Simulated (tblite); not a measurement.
Compound: C5H6OS (charge +1 and doublet state).
Geometry (GFN2-xTB, Å), atoms numbered from 1 in this order:
```
atom  x, y, z in Å
C1     1.9624    0.3657   -1.5791
C2     1.3896   -0.4432   -0.8988
C3     0.7017   -1.3926   -0.0795
S4     0.0416   -0.7612    1.4820
C5    -0.6796    0.7902    0.9292
C6    -1.7618    0.5880   -0.1294
O7    -1.8590   -0.3579   -0.8381
H8     2.5051    1.0365   -2.1816
H9    -0.1911   -1.7422   -0.6334
H10    1.3288   -2.2559    0.1563
H11   -1.0873    1.3037    1.8005
H12    0.0913    1.4181    0.4698
H13   -2.4462    1.4512   -0.1802
```

Method: GFN2-xTB as coded in tblite; computed harmonic values from a numerical Hessian at the method's own geometry, unscaled. This tight-binding method is rough: wavenumbers can miss measured ones by several per cent, in bad cases by 10 to 20. One conformer, not necessarily the lowest. Open shells enter through the occupations alone, without spin polarisation, and single modes of such species can be off by tens of per cent.

Harmonic wavenumbers (cm⁻¹): 55.2, 112.7, 154.0, 164.9, 216.5, 256.4, 312.9, 433.7, 566.5, 648.2, 658.5, 686.6, 713.4, 761.9, 794.7, 891.4, 910.9, 1014.9, 1034.5, 1056.2, 1169.4, 1188.5, 1270.8, 1288.3, 1334.3, 1807.1, 2221.7, 2789.6, 2815.4, 2933.9, 2971.8, 3008.7, 3361.7.

A = 2735, B = 1935, C = 1478 MHz; mass 114.014 u (most abundant isotopes); point group C1, symmetry number 1; spin multiplicity 2.

Problem. What is the zero-point energy?

Solution. Half the sum of the wavenumbers: 19803 cm⁻¹ = 56.62 kcal/mol.

Problem. What is S at 350 K and 1 bar for an ideal gas of classical rigid rotors and harmonic oscillators?

Solution. Translation 40.93, rotation 28.59, vibration 25.84, spin (R ln 2) 1.38: S = 96.7 cal/(mol K).

Problem. And Cp and H(350 K) − H(0)?

Solution. Cp = 34.73 cal/(mol K), of which vibrations give 26.79 (their classical limit is 33 R = 65.6); H(350 K) − H(0) = 7.59 kcal/mol without the zero-point energy, 4.81 from vibrations.

Problem. How do the functions run with temperature in this model?

Solution. 
| T (K) | S (cal/(mol K)) | Cp (cal/(mol K)) | H − H(0) (kcal/mol) | G − H(0) (kcal/mol) | ln q(vib) |
| --- | --- | --- | --- | --- | --- |
| 100 | 66.9 | 16.4 | 1.17 | -5.52 | 1.12 |
| 200 | 80.6 | 23.8 | 3.18 | -12.93 | 3.10 |
| 300 | 91.7 | 31.3 | 5.94 | -21.55 | 5.09 |
| 500 | 110.6 | 43.0 | 13.46 | -41.84 | 9.01 |
| 800 | 133.3 | 53.3 | 28.06 | -78.57 | 14.44 |
| 1000 | 145.7 | 57.8 | 39.19 | -106.49 | 17.71 |

q(vib) and H(0) count from the zero-point level.

Problem. Which modes carry the vibrational entropy at 350 K?

Solution. 55.2 cm⁻¹: 4.94; 112.7 cm⁻¹: 3.53; 154.0 cm⁻¹: 2.93; 164.9 cm⁻¹: 2.80; 216.5 cm⁻¹: 2.28; 256.4 cm⁻¹: 1.97 cal/(mol K); the other 27 give 7.39 together.

Problem. What must be added to the electronic energy to get the Gibbs energy at 350 K and 1 bar?

Solution. ZPE + [H(350 K) − H(0)] − T·S = 56.62 + 7.59 − 33.86 = 30.35 kcal/mol.

Problem. Blend soft modes into free rotors: weight 1/[1 + (100 cm⁻¹/ν̃)⁴] for the oscillator and the rest for a rotor with moment μB/(μ + B), μ = h/(8π²ν), B = 10⁻⁴⁴ kg m². What vibrational entropy results?

Solution. 24.30 cal/(mol K) in place of 25.84, which changes −T·S at 350 K by +0.54 kcal/mol.

Hindered rotation and anharmonicity are outside this model. Other conformers, if any are populated, would add a mixing term that is left out. The structure is chiral; the term R ln 2 for an equal mix with its mirror image is left out.

Hardware: an Arm Neoverse V2 with one thread, no GPU (shared host). Cost: 0.29 s wall. This covers the Hessian and the dipole derivatives.
